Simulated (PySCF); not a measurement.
# H8NOSi3: g tensor and hyperfine couplings

H8NOSi3 (doublet state).
Numbering: `[SiH3:1][NH:2][SiH:3][O:4][SiH3:5]` (hydrogens: H6, H7, H8 on Si1; H9 on N2; H10 on Si3; H11, H12, H13 on Si5)

Cartesian coordinates in Å at the GFN2-xTB level; atoms count from 1:
```
atom  x, y, z in Å
Si1   -2.6564   -0.1773   -0.6622
N2    -0.9495   -0.2759   -0.4036
Si3   -0.0904   -0.5904    1.0641
O4     1.4988   -0.3811    0.7780
Si5    2.8160    0.2711    0.1062
H6    -3.1009    1.2227   -0.6888
H7    -2.9574   -0.8053   -1.9503
H8    -3.2566   -0.8836    0.4655
H9    -0.3669   -0.0722   -1.2023
H10   -0.4427    0.3802    2.0984
H11    2.7606    1.7230    0.2816
H12    2.8142   -0.0722   -1.3172
H13    3.9267   -0.3385    0.8290
```

The hyperfine couplings belong to this conformer and change with its torsions.

Computed, not measured: UKS B3LYP, pcH-1 on H N O Si, non-relativistic, mean-field spin-orbit, GIAO (PySCF). Geometry: GFN2-xTB, one conformer, isolated molecule. The geometry wasn't refined by DFT: couplings that depend on bond lengths, twists or pyramidal angles can differ widely from those at the functional's own minimum, by a factor of two or more for some ions and for spin on atoms past the first row. No stability test was run, so a lower SCF solution isn't excluded.

```
g1, g2, g3                      : 2.00114, 2.00227, 2.00257
g_iso                           : 2.00199
Form of g                       : rhombic: the two nearest values differ by 21 % of g3 − g1
⟨S²⟩                            : 0.7517 (exact 0.7500)
α and β electrons               : 33, 32
HOMO–LUMO gap, α and β orbitals : 5.18, 5.32 eV
```

Hyperfine couplings atom by atom, in G; T1 to T3 are the principal values of the dipolar part; ρ(0) is the spin density at the nucleus (MHz turned into gauss with g_iso; 10 G = 1 mT):

```json
{"atom": "Si1", "isotope": "29Si", "a_iso": "1.0", "of which spin–orbit": "0.0", "T1": "-0.6", "T2": "0.1", "T3": "0.4", "Mulliken spin population": "0.00", "ρ(0) (bohr⁻³)": "-0.0032"}
{"atom": "N2", "isotope": "14N", "a_iso": "10.4", "of which spin–orbit": "0.0", "T1": "-2.0", "T2": "-1.9", "T3": "3.9", "Mulliken spin population": "0.08", "ρ(0) (bohr⁻³)": "0.0897"}
{"atom": "Si3", "isotope": "29Si", "a_iso": "-262.2", "of which spin–orbit": "0.3", "T1": "-47.4", "T2": "22.9", "T3": "24.5", "Mulliken spin population": "0.76", "ρ(0) (bohr⁻³)": "0.8277"}
{"atom": "O4", "isotope": "17O", "a_iso": "-17.7", "of which spin–orbit": "0.0", "T1": "-6.0", "T2": "2.8", "T3": "3.2", "Mulliken spin population": "0.03", "ρ(0) (bohr⁻³)": "0.0819"}
{"atom": "Si5", "isotope": "29Si", "a_iso": "-4.7", "of which spin–orbit": "0.0", "T1": "-1.4", "T2": "0.6", "T3": "0.8", "Mulliken spin population": "0.01", "ρ(0) (bohr⁻³)": "0.0147"}
{"atom": "H6", "isotope": "1H", "a_iso": "1.7", "of which spin–orbit": "0.0", "T1": "-0.4", "T2": "-0.3", "T3": "0.7", "Mulliken spin population": "0.00", "ρ(0) (bohr⁻³)": "0.0010"}
{"atom": "H7", "isotope": "1H", "a_iso": "-0.1", "of which spin–orbit": "0.0", "T1": "-0.5", "T2": "-0.3", "T3": "0.8", "Mulliken spin population": "0.00", "ρ(0) (bohr⁻³)": "-0.0001"}
{"atom": "H8", "isotope": "1H", "a_iso": "-0.3", "of which spin–orbit": "0.0", "T1": "-0.8", "T2": "-0.6", "T3": "1.4", "Mulliken spin population": "0.00", "ρ(0) (bohr⁻³)": "-0.0002"}
{"atom": "H9", "isotope": "1H", "a_iso": "0.4", "of which spin–orbit": "0.0", "T1": "-2.7", "T2": "-0.9", "T3": "3.6", "Mulliken spin population": "0.00", "ρ(0) (bohr⁻³)": "0.0002"}
{"atom": "H10", "isotope": "1H", "a_iso": "81.5", "of which spin–orbit": "0.0", "T1": "-2.3", "T2": "-0.2", "T3": "2.5", "Mulliken spin population": "0.11", "ρ(0) (bohr⁻³)": "0.0511"}
{"atom": "H11", "isotope": "1H", "a_iso": "2.2", "of which spin–orbit": "0.0", "T1": "-0.4", "T2": "-0.3", "T3": "0.7", "Mulliken spin population": "0.01", "ρ(0) (bohr⁻³)": "0.0014"}
{"atom": "H12", "isotope": "1H", "a_iso": "-0.3", "of which spin–orbit": "0.0", "T1": "-0.4", "T2": "-0.4", "T3": "0.7", "Mulliken spin population": "0.00", "ρ(0) (bohr⁻³)": "-0.0002"}
{"atom": "H13", "isotope": "1H", "a_iso": "-0.2", "of which spin–orbit": "0.0", "T1": "-0.4", "T2": "-0.3", "T3": "0.8", "Mulliken spin population": "0.00", "ρ(0) (bohr⁻³)": "-0.0001"}
```

The Mulliken spin populations are largest on Si3 (+0.76), H10 (+0.11) and N2 (+0.08). No atom but Si3 exceeds +0.15. The angles at Si3 add up to 325.2°, so it is pyramidal.

Axes: g3 points within 7° of the Si3–O4 bond.

Under fast tumbling the dipolar parts average out, and these isotropic splittings remain: 1 × 1H (H10, I = 1/2, 2 lines) with 8.15 mT, 1 × 14N (N2, I = 1, 3 lines) with 1.04 mT, 3 × 1H (H11/H12/H13, I = 1/2, 4 lines) with 0.05 mT, 3 × 1H (H6/H7/H8, I = 1/2, 4 lines) with 0.04 mT and 1 × 1H (H9, I = 1/2, 2 lines) with 0.04 mT.

Nuclei that the bonding pattern makes equivalent are averaged, as if the motion that swaps them (rotation, inversion, ring flip) were fast. The three 1H nuclei of mean +1.5 MHz run from -0.8 to 6.1 MHz in the frozen geometry. The three 1H nuclei of mean +1.2 MHz run from -0.7 to 4.7 MHz in the frozen geometry.

The 29Si coupling of Si3 (-734.7 MHz) shows only in satellite lines or after enrichment, since that isotope makes up about 4.7 % of natural silicon.

The 17O coupling of O4 (-49.7 MHz) shows only in satellite lines or after enrichment, since that isotope makes up about 0.038 % of natural oxygen.

The spin density at the nucleus, in bohr⁻³, is negative for Si1 (-0.0032), for instance. A restricted open-shell determinant has no negative spin density anywhere; here it arises because α and β orbitals differ (spin polarisation).
